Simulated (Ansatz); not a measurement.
Total energies of the cluster Au₃⁺ from Ansatz at r2SCAN-D4/def2-TZVP, gas phase (1 Eh = 27.2114 eV = 2625.5 kJ/mol). The reference geometry is relaxed at PBE0-D4/def2-TZVP.

```xyz
3

Au    0.9969   -0.7743    0.8545
Au   -0.1806    1.4990    0.2095
Au   -0.8163   -0.7247   -1.0639
```

```csv
state,geometry,energy (Eh)
charge 1 singlet,reference,-407.14878
charge 0 doublet,reference,-407.40577
charge 1 triplet,relaxed at PBE0-D4/def2-TZVP,-407.07036
charge 1 quintet,relaxed at PBE0-D4/def2-TZVP,-406.97209
```

In the def2 sets Au takes a core potential; there is no spin–orbit coupling.

(1) Work out the vertical electron affinity, to the doublet.

(2) Which of the charge 1 states is lowest, and how far above it are the others?

(1) E(charge 1 singlet) − E(charge 0 doublet) = -407.14878 − (-407.40577) = 0.25699 Eh = 6.99 eV.

(2) The singlet. triplet: -407.07036 − (-407.14878) = 0.07842 Eh = 205.9 kJ/mol; quintet: -406.97209 − (-407.14878) = 0.17669 Eh = 463.9 kJ/mol. The quintet differs in its bonds from the reference.

The structure comes from a short search, and lower isomers may exist.
